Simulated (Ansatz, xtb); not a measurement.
## Relative energy of two isomers of CH4GaS

Structure X: `C[S][GaH]`, a doublet. Structure Y: `[CH3][Ga][SH]`, a doublet. Both are isolated molecules in the gas phase, relaxed with PBE0-D3(BJ)/def2-SVP; the shapes shown needn't be the lowest conformers.

X (Å):

```xyz
7

C    -0.3914    1.0551   -0.2900
Ga   -1.8162   -1.3931    1.1258
S    -2.1063    0.5368    0.0729
H    -0.2018    2.0241    0.1921
H     0.3437    0.3245    0.0769
H    -0.2741    1.1632   -1.3772
H    -0.2965   -1.8631    1.3167
```

Y (Å):

```xyz
7

C     0.3466    0.2910   -0.0723
Ga   -1.1045   -1.0455    0.2341
S    -3.1449   -0.2515    0.7222
H     1.3179   -0.1856   -0.2604
H     0.0696    0.9109   -0.9400
H     0.4202    0.9366    0.8174
H    -2.7579    1.0447    0.6688
```

Quicker runs give these differences E(Y) − E(X): GFN2-xTB −3.5 kcal/mol; HF/STO-3G −24.6 kcal/mol (at GFN2-xTB geometries); r2SCAN-D4/def2-SVP −20.2 kcal/mol (at GFN2-xTB geometries).

**Question.** Estimate E(Y) − E(X) at the level CCSD(T)/def2-SVP + ΔMP2/def2-TZVPP.

**Answer.** Calculated at CCSD(T)/def2-SVP + ΔMP2/def2-TZVPP: E(Y) − E(X) = −13.7 kcal/mol, so structure Y lies lower.

How the difference moves with the method:

| level | geometry | E(Y) − E(X) (kcal/mol) | departure from the last row (kcal/mol) | job, with rough time for the two |
| --- | --- | --- | --- | --- |
| GFN2-xTB | GFN2-xTB | −3.5 | +10.3 | optimisation, 0.26 s |
| HF/STO-3G | GFN2-xTB | −24.6 | −10.9 | single point, 4 s |
| r2SCAN-D4/def2-SVP | GFN2-xTB | −20.2 | −6.4 | single point, 4.4 s |
| PBE0-D3(BJ)/def2-SVP | PBE0-D3(BJ)/def2-SVP | −12.4 | +1.3 | optimisation, 38 s |
| HF/def2-SVP | PBE0-D3(BJ)/def2-SVP | −13.0 | +0.7 | part of the CCSD(T) run |
| MP2/def2-SVP | PBE0-D3(BJ)/def2-SVP | −13.6 | +0.1 | part of the CCSD(T) run |
| CCSD(T)/def2-SVP | PBE0-D3(BJ)/def2-SVP | −12.8 | +0.9 | single point |
| CCSD(T)/def2-SVP + ΔMP2/def2-TZVPP | PBE0-D3(BJ)/def2-SVP | −13.7 |  | single point, 23 s |

As drawn, Y has 1 C–Ga, 1 S–H in place of 1 C–S, 1 Ga–H.

The levels shown agree on the order. The largest departure from CCSD(T)/def2-SVP + ΔMP2/def2-TZVPP is that of HF/STO-3G, 10.9 kcal/mol. The last row adds to CCSD(T) the change of the MP2 difference between the two basis sets, here −0.9 kcal/mol.

With harmonic frequencies from PBE0-D3(BJ)/def2-SVP (ideal gas, rigid rotor, one conformer each, 400 K, 1 atm): on the last row, ΔE + ΔZPE = −14.0 kcal/mol. A mode under 50 cm⁻¹ makes harmonic enthalpies and free energies unreliable, so none is given.

Open shells are spin-unrestricted, with notable spin contamination under HF/STO-3G. The correlated steps freeze 15 core orbitals; the filled d shell of Ga is correlated, in a basis made for valence electrons. Programs: Ansatz 0.2.0, xtb 6.7.1; the last row on 2 threads of Arm Neoverse V2 on a shared host.
